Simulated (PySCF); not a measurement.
A structure optimised at B3LYP-D3(BJ)/def2-SVP, used in a PySCF frequency run:

```xyz
10

Si     0.5644    -0.2375    -0.3218
O      1.7718    -0.9328     0.5495
Cl     0.1088     1.6688     0.3879
O     -0.7952    -1.1542    -0.1712
C     -2.1224    -0.8127    -0.5119
H      1.0545    -0.1090    -1.7057
H      1.5811    -1.1709     1.4653
H     -2.2678    -0.8066    -1.6071
H     -2.7988    -1.5652    -0.0791
H     -2.3989     0.1801    -0.1171
```
Charge 0, spin multiplicity 1.

Problem. Write its SMILES and formula.

Solution. CO[SiH](O)Cl, CH₅ClO₂Si

Problem. What are its rotational constants (standard atomic weights)?

Solution. 3.4787, 2.7130, 1.6579 GHz
